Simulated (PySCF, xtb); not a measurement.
CH3NO2Si, SMILES [SiH2](OC#N)O. The values are those of a single conformer.

Harmonic wavenumbers (cm⁻¹) from GFN2-xTB (xtb) at its own minimum, in rising order: 35, 113, 193, 263, 488, 497, 545, 616, 653, 725, 755, 772, 939, 1256, 2322, 2440, 2466, 3652.

Q: What does r2SCAN-D4/def2-SVP (PySCF) give at its own minimum? (Estimate from the structure and the level; the computed values follow.)

A: 43, 116, 278, 314, 511, 528, 627, 689, 753, 816, 906, 927, 982, 1198, 2265, 2345, 2376, 3879. Paired by order, the mean absolute difference is 79 cm⁻¹ and the zero-point energies are 26.8 and 28.0 kcal/mol.
